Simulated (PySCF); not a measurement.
## Polarisability and C₆ of In(2+) (indium, charge +2)

[Kr] 4d10 5s1, 2S determinant. All numbers are calculated (PySCF 2.14, a scalar-relativistic core potential, in def2-QZVPPD with the def2 core potential (28 electrons)). Coupled (time-dependent) response in atomic units; α is the mean over directions.

| method | mean α (bohr³) | C₆ (like pair) | S(−4) |
| --- | --- | --- | --- |
| UHF | 17.52 | 82.21 | 240.9 |
| PBE | 13.07 | 62.83 | 106.9 |
| PBE0 | 13.85 | 65.92 | 127.3 |
| LC-wPBE | 14.71 | 70.17 | 150.4 |

S(−4) is the Cauchy moment in α(ω) = α(0) + S(−4) ω² + …

α(iu) at PBE0:

```csv
u (hartree),α(iu) (bohr³)
0,13.85
0.0500,13.54
0.100,12.72
0.200,10.43
0.300,8.374
0.500,5.808
0.750,4.218
1.00,3.327
1.50,2.307
2.00,1.711
3.00,1.044
5.00,0.4925
```

A single London oscillator, α(iu) = α/(1 + u²/ω²), gives C₆ = (3/4) ω α². Matching the computed C₆ needs ω = 4 × 65.92 / (3 × 13.85²) = 0.458 hartree.

For an ion, C₆ is the dispersion term alone; charge-induced terms of lower order in 1/R come first.

Energies and moments cover only the electrons outside the core potential.
